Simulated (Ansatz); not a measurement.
Computed with Ansatz on PBE0-D4/def2-TZVP structures; ΔE is electronic, products minus reactants. CCSD(T)/CBS adds triple-zeta CCSD(T) − MP2 to the extrapolated MP2 energy (def2 sets, frozen cores). This one scheme is used for every species. Functionals use def2-TZVPP. Each species was taken in one conformer, which may not be the lowest.

Consider the β-hydride elimination: `CB[SiH2]OC` → `CB[SiH3]` + `C=O`.

`CB[SiH2]OC`:

Cartesian coordinates in Å:
```
C -1.686 -0.923 0.709
B -1.528 0.083 -0.462
Si 0.103 1.214 -0.813
O 1.323 1.054 0.293
C 2.087 -0.123 0.379
H -1.416 -1.895 0.258
H -2.713 -1.047 1.061
H -1.012 -0.777 1.556
H -2.425 0.178 -1.258
H -0.276 2.654 -0.777
H 0.632 0.906 -2.181
H 2.642 -0.311 -0.549
H 2.806 -0.011 1.193
H 1.464 -1.002 0.591
```

`CB[SiH3]`:

Z-matrix (Å, degrees):
```
C
B 1 1.550
H 1 1.092 2 114.9
H 1 1.106 2 102.7 3 113.8
H 1 1.091 2 116.1 3 -131.0
Si 2 2.018 1 124.4 3 151.8
H 2 1.201 1 118.6 3 -30.5
H 6 1.494 2 107.9 1 -112.4
H 6 1.491 2 111.7 1 130.1
H 6 1.491 2 114.0 1 7.1
```

`C=O`:

Z-matrix (Å, degrees):
```
C
O 1 1.195
H 1 1.109 2 122.0
H 1 1.109 2 122.0 3 -180.0
```

```csv
level,ΔE (kcal/mol)
BHLYP-D4,47.2
B2PLYP,42.3
revPBE,35.4
r2SCANh,46.2
```

What does CCSD(T)/CBS give? (Estimate.)

Computed: +45.1 kcal/mol. The listed levels differ from it by 2.1, -2.8, -9.7, 1.1 kcal/mol.

What do rigid-rotor, harmonic-oscillator terms from PBE0-D4/def2-TZVP frequencies (298.15 K, 1 bar) make of the CCSD(T)/CBS value? (Best estimate.)

Ansatz gave: ΔZPE = -5.5 kcal/mol, ΔH = +40.4 kcal/mol, ΔS = 156 J/(mol·K), ΔG = +29.3 kcal/mol.

Largest T1 diagnostic among the species: 0.015.

Leaving LDA and LC-ωPBE aside and taking each functional with its dispersion term where it has one, the values, not all of them listed here, spread over 8.5 kcal/mol, from BLYP-D4 to r2SCAN0-D4. LDA lies +12.0 kcal/mol from PBE without D4. At CCSD(T), def2-SVP lies −8.5 kcal/mol from the extrapolated value and def2-TZVPP −1.8 kcal/mol.

CCSD(T)/CBS has its own doubt, a few kJ/mol and more with outer-core shells, so smaller differences from it don't rank the levels.
